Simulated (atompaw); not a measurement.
## What one change does to a pseudopotential (lanthanum (La), PAW (atompaw))

atompaw 4.2.0.5 input, output lines left out:

```
La 57
GGA-PBESOL scalarrelativistic loggrid 2001 logderivrange -5 5 251
6 6 5 4 0 0
6 1 0
5 2 1
4 3 0
0 0 0
c
c
c
c
v
v
c
c
c
v
v
c
c
v
v
3
3.00 2.50 2.00 2.95
n
n
y
0.4
n
y
0.35
n
custom polynom vanderbiltortho besselshape
bessel
2.90
3.00
2.60
3.00
3.00
3.00
1.15
1.15
```

Change: all radii scaled by about 1.15 (s 3.34, p 2.98, d 3.44, f 1.32 bohr); local potential bessel scheme, radius 2.30 bohr; augmentation besselshape compensation charge, radius 2.88 bohr; PAW radius 3.44 bohr; waves and projectors: custom polynom vanderbiltortho; core correction smooth core density matched at 3.38 bohr.

Cutoffs: the cutoffs (Ry, on a coarse ladder) from which the occupation-weighted sum of valence levels, in a spherical-Bessel basis at the reference potential, stays within 10 and 1 mRy of its value at 400 Ry; they do not see the model core or the augmentation charge, which bear on the density cutoff.

What does the change do?

The potential gets softer (12 Ry and 21 Ry → 10 Ry and 15 Ry); neither file shows a bound ghost. A larger radius leaves more room for a smooth pseudo-wave, so fewer plane waves are needed.

| quantity | base | changed |
| --- | --- | --- |
| cutoff, loose | 12 Ry | 10 Ry |
| cutoff, tight | 21 Ry | 15 Ry |
| loose cutoff by channel (10 mRy a level) | s 6 Ry, p 10 Ry, d 8 Ry | s 6 Ry, p 8 Ry, d 6 Ry |
| bound ghosts | none | none |
| lowest overlap eigenvalue by channel | s 0.81, p 0.76, d 0.94, f 1.00 | s 0.72, p 0.70, d 0.93, f 1.00 |

Base: The cutoffs count occupied waves only; the empty 4f level needs 90 Ry at the loose tolerance. Changed file: The cutoffs count occupied waves only; the empty 4f level needs 70 Ry at the loose tolerance. The cutoffs see the waves, projectors and local potential, not the compensation charge or the core.
